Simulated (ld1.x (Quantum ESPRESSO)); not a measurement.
# Configuration tests for molybdenum (PAW)

- Element: molybdenum (Mo)
- Generator: ld1.x (Quantum ESPRESSO) 7.5
- Type: PAW
- Functional: Wu–Cohen
- Relativity: fully relativistic
- Frozen core: [Ar] 3d10
- Valence charge: 14
- Reference configuration: 4s2 4p6 4d5 5s1 5p0
- Partial waves: 4s (bound): rcut 1.70, rcutus 2.15 bohr; 5s (bound): rcut 1.70, rcutus 2.15 bohr; 4p (bound): rcut 2.15, rcutus 2.65 bohr; 5p (bound, empty): rcut 2.15, rcutus 2.65 bohr; 4d (bound): rcut 1.55, rcutus 1.85 bohr; 4d channel at 2.75 Ry: rcut 1.55, rcutus 1.85 bohr
- Local potential: all-electron potential smoothed inside 2.50 bohr (lloc = -1)
- Core correction: Bessel-smoothed model core, default radius (core density twice the valence density)
- Augmentation charge: BESSEL, radius 1.50 bohr

Open shells are filled in proportion to 2j + 1 (rel_dist='average').

Energies are relative to the spin-unpolarised reference configuration 4s2 4p6 4d5 5s1 5p0; without spin polarisation the order of configurations can differ from experiment. Not all tests gave a result: test run stopped at test 6 of 7 (negative rho). The frozen-core shift is the all-electron ΔE with the core orbitals held at their reference shape minus the fully relaxed ΔE.

```json
{"valence configuration": "4s2 4p6 4d3 5s0 5p0", "charge": "+3", "ΔE all-electron (eV)": "49.064", "error AE − PS (meV)": "-4.7", "frozen-core shift (meV)": "+1.2"}
{"valence configuration": "4s2 4p6 4d6 5s0 5p0", "charge": "0", "ΔE all-electron (eV)": "0.773", "error AE − PS (meV)": "+2.6", "frozen-core shift (meV)": "0.0"}
{"valence configuration": "4s2 4p5 4d5 5s1 5p0", "charge": "+1", "ΔE all-electron (eV)": "44.007", "error AE − PS (meV)": "+58", "frozen-core shift (meV)": "+3.0"}
```

Task: What are ΔE and the potential's error for 4s2 4p6 4d5 5s0 5p0?

Result: ΔE = 6.891 eV all-electron; the error (AE − PS) is +1.8 meV.

Task: What are ΔE and the potential's error for 4s2 4p6 4d4 5s0 5p0?

Result: ΔE = 22.340 eV all-electron; the error (AE − PS) is +1.2 meV.

These tests converged, but a pseudo level misses the all-electron one widely, so the file describes the atom poorly there or has found another state: 4s2 4p6 4d3 5s0 5p0: empty 5p by 11.1 eV (a node warning on the way).

The ghost test of this file was not conclusive.
